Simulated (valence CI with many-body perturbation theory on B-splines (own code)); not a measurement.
## Bi44+: E2, M1 decay

Method: relativistic CI+MBPT: three valence electrons over a frozen Dirac-Fock core [Kr], radial functions for each j: 7 s, 7 p, 8 d, 6 f, 4 g, 1 h, with the one-electron correlation potential Σ1 (screened to all orders), the two-electron term Σ2, the three-electron term Σ3, Breit, model QED; selected single and double excitations, second order for the rest, scaled by the run's own slope (own B-spline code, finite nucleus).

No measured spectrum was set against this ion. As an estimate, large intervals hold to a few tenths of a per cent, small ones and those within an open d or f shell to about a per cent. The list stops below the first excitations out of the core.

Lines 1 to 50 of 51 in falling wavelength, among levels below 1237200 cm⁻¹, chosen from the decays that carry over 1 % of a level's rate. Wavelengths and rates use the calculated energies. Electric multipoles are in the length gauge, E1 and E2 with the static RPA response of the core. Weak lines are less certain than strong ones. Lines between different terms over intervals too small for the method are left out, as are lines whose strength nearly cancels. The highest levels of a list are the least certain. Branching is blank where the lifetime is uncertain.

Levels are named by their leading jj configuration (3d3/2^4 stands for four electrons in 3d with j = 3/2), which in mixed levels can hold well under half, so a name can repeat and another be missing. Letters in brackets count levels of one name in rising energy.

| λ vac (Å) | Upper | Lower | Type | A (s⁻¹) | Branch % |
| --- | --- | --- | --- | --- | --- |
| 2571 | (4d3/2^2 4d5/2) J=7/2 | (4d3/2^2 4d5/2) J=5/2 [a] | M1 | 6.98e+02 | 80.2 |
| 2515 | (4d3/2^2 4d5/2) J=9/2 | (4d3/2^2 4d5/2) J=5/2 [a] | E2 | 2.11e-04 |  |
| 1162 | (4d3/2^2 4d5/2) J=5/2 [b] | (4d3/2^2 4d5/2) J=7/2 | M1 | 6.72e+02 | 2.0 |
| 964.7 | (4d3/2^2 4d5/2) J=5/2 [b] | (4d3/2^2 4d5/2) J=3/2 | M1 | 2.97e+03 | 8.7 |
| 815.4 | (4d3/2 4d5/2^2) J=3/2 [b] | (4d3/2 4d5/2^2) J=3/2 [a] | M1 | 3.75e+03 | 1.0 |
| 800.3 | (4d3/2^2 4d5/2) J=5/2 [b] | (4d3/2^2 4d5/2) J=5/2 [a] | M1 | 9.98e+02 | 2.9 |
| 537.9 | (4d5/2^3) J=3/2 | (4d3/2 4d5/2^2) J=3/2 [b] | M1 | 1.90e+04 | 2.5 |
| 536.0 | (4d3/2 4d5/2^2) J=3/2 [a] | (4d3/2^2 4d5/2) J=5/2 [b] | M1 | 1.43e+04 | 2.0 |
| 496.8 | (4d3/2 4d5/2^2) J=5/2 [a] | (4d3/2^2 4d5/2) J=5/2 [b] | M1 | 7.69e+04 | 20.2 |
| 446.5 | (4d5/2^3) J=5/2 | (4d3/2 4d5/2^2) J=3/2 [b] | M1 | 4.52e+04 | 5.0 |
| 425.8 | (4d3/2 4d5/2^2) J=5/2 [b] | (4d3/2^2 4d5/2) J=5/2 [b] | M1 | 1.03e+05 | 45.0 |
| 421.3 | (4d3/2 4d5/2^2) J=7/2 [b] | (4d3/2^2 4d5/2) J=5/2 [b] | M1 | 2.69e+04 | 14.6 |
| 419.2 | (4d3/2 4d5/2^2) J=7/2 [a] | (4d3/2^2 4d5/2) J=7/2 | M1 | 1.15e+05 | 18.8 |
| 415.4 | (4d5/2^3) J=9/2 | (4d3/2 4d5/2^2) J=11/2 | M1 | 2.53e+04 | 3.5 |
| 409.8 | (4d3/2^2 4d5/2) J=5/2 [a] | (4d3/2^3) J=3/2 | M1 | 3.40e+05 | 100.0 |
| 390.2 | (4d3/2 4d5/2^2) J=9/2 | (4d3/2^2 4d5/2) J=9/2 | M1 | 2.26e+05 | 63.2 |
| 388.9 | (4d3/2 4d5/2^2) J=9/2 | (4d3/2^2 4d5/2) J=7/2 | M1 | 1.32e+05 | 36.8 |
| 384.3 | (4d5/2^3) J=3/2 | (4d3/2 4d5/2^2) J=5/2 [b] | M1 | 2.49e+04 | 3.3 |
| 376.9 | (4d3/2^2 4d5/2) J=3/2 | (4d3/2^3) J=3/2 | M1 | 2.69e+05 | 99.9 |
| 370.2 | (4d3/2 4d5/2^2) J=3/2 [a] | (4d3/2^2 4d5/2) J=1/2 | M1 | 7.44e+04 | 10.4 |
| 361.8 | (4d5/2^3) J=9/2 | (4d3/2 4d5/2^2) J=9/2 | M1 | 2.86e+05 | 39.6 |
| 360.5 | (4d3/2 4d5/2^2) J=7/2 [a] | (4d3/2^2 4d5/2) J=5/2 [a] | M1 | 4.97e+05 | 81.0 |
| 355.6 | (4d3/2 4d5/2^2) J=1/2 | (4d3/2^2 4d5/2) J=1/2 | M1 | 4.38e+05 | 93.7 |
| 353.5 | (4d3/2^2 4d5/2) J=7/2 | (4d3/2^3) J=3/2 | E2 | 1.72e+02 | 19.8 |
| 350.3 | (4d3/2^2 4d5/2) J=1/2 | (4d3/2^3) J=3/2 | M1 | 1.01e+05 | 99.3 |
| 348.0 | (4d3/2 4d5/2^2) J=5/2 [a] | (4d3/2^2 4d5/2) J=7/2 | M1 | 1.52e+04 | 4.0 |
| 344.6 | (4d3/2 4d5/2^2) J=3/2 [a] | (4d3/2^2 4d5/2) J=3/2 | M1 | 4.30e+05 | 60.4 |
| 342.5 | (4d3/2 4d5/2^2) J=11/2 | (4d3/2^2 4d5/2) J=9/2 | M1 | 1.43e+05 | 99.7 |
| 340.4 | (4d5/2^3) J=3/2 | (4d3/2 4d5/2^2) J=5/2 [a] | M1 | 2.45e+05 | 32.3 |
| 339.0 | (4d5/2^3) J=9/2 | (4d3/2 4d5/2^2) J=7/2 [a] | M1 | 4.04e+05 | 56.0 |
| 338.1 | (4d5/2^3) J=5/2 | (4d3/2 4d5/2^2) J=7/2 [b] | M1 | 8.68e+04 | 9.5 |
| 336.2 | (4d5/2^3) J=3/2 | (4d3/2 4d5/2^2) J=1/2 | M1 | 1.83e+05 | 24.1 |
| 335.3 | (4d5/2^3) J=5/2 | (4d3/2 4d5/2^2) J=5/2 [b] | M1 | 1.37e+05 | 15.1 |
| 331.8 | (4d3/2 4d5/2^2) J=1/2 | (4d3/2^2 4d5/2) J=3/2 | M1 | 2.72e+04 | 5.8 |
| 327.9 | (4d3/2 4d5/2^2) J=5/2 [a] | (4d3/2^2 4d5/2) J=3/2 | M1 | 2.48e+05 | 65.0 |
| 324.1 | (4d5/2^3) J=3/2 | (4d3/2 4d5/2^2) J=3/2 [a] | M1 | 2.83e+05 | 37.3 |
| 323.4 | (4d3/2 4d5/2^2) J=3/2 [b] | (4d3/2^2 4d5/2) J=5/2 [b] | M1 | 2.34e+05 | 64.8 |
| 321.0 | (4d3/2 4d5/2^2) J=3/2 [a] | (4d3/2^2 4d5/2) J=5/2 [a] | M1 | 1.90e+05 | 26.7 |
| 311.6 | (4d3/2 4d5/2^2) J=5/2 [b] | (4d3/2^2 4d5/2) J=7/2 | M1 | 1.13e+05 | 49.3 |
| 310.0 | (4d3/2 4d5/2^2) J=7/2 [b] | (4d3/2^2 4d5/2) J=9/2 | M1 | 6.40e+04 | 34.8 |
| 309.2 | (4d3/2 4d5/2^2) J=7/2 [b] | (4d3/2^2 4d5/2) J=7/2 | M1 | 7.75e+04 | 42.2 |
| 306.5 | (4d3/2 4d5/2^2) J=5/2 [a] | (4d3/2^2 4d5/2) J=5/2 [a] | M1 | 3.97e+04 | 10.4 |
| 301.3 | (4d5/2^3) J=5/2 | (4d3/2 4d5/2^2) J=5/2 [a] | M1 | 2.34e+05 | 25.7 |
| 288.5 | (4d5/2^3) J=5/2 | (4d3/2 4d5/2^2) J=3/2 [a] | M1 | 2.62e+05 | 28.7 |
| 277.9 | (4d3/2 4d5/2^2) J=5/2 [b] | (4d3/2^2 4d5/2) J=5/2 [a] | M1 | 1.08e+04 | 4.7 |
| 276.0 | (4d3/2 4d5/2^2) J=7/2 [b] | (4d3/2^2 4d5/2) J=5/2 [a] | M1 | 1.27e+04 | 6.9 |
| 271.0 | (4d3/2^2 4d5/2) J=5/2 [b] | (4d3/2^3) J=3/2 | M1 | 2.91e+04 | 85.4 |
| 262.7 | (4d5/2^3) J=5/2 | (4d3/2 4d5/2^2) J=7/2 [a] | M1 | 1.40e+05 | 15.4 |
| 254.6 | (4d3/2 4d5/2^2) J=3/2 [b] | (4d3/2^2 4d5/2) J=1/2 | M1 | 5.65e+03 | 1.6 |
| 242.2 | (4d3/2 4d5/2^2) J=3/2 [b] | (4d3/2^2 4d5/2) J=3/2 | M1 | 4.01e+04 | 11.1 |
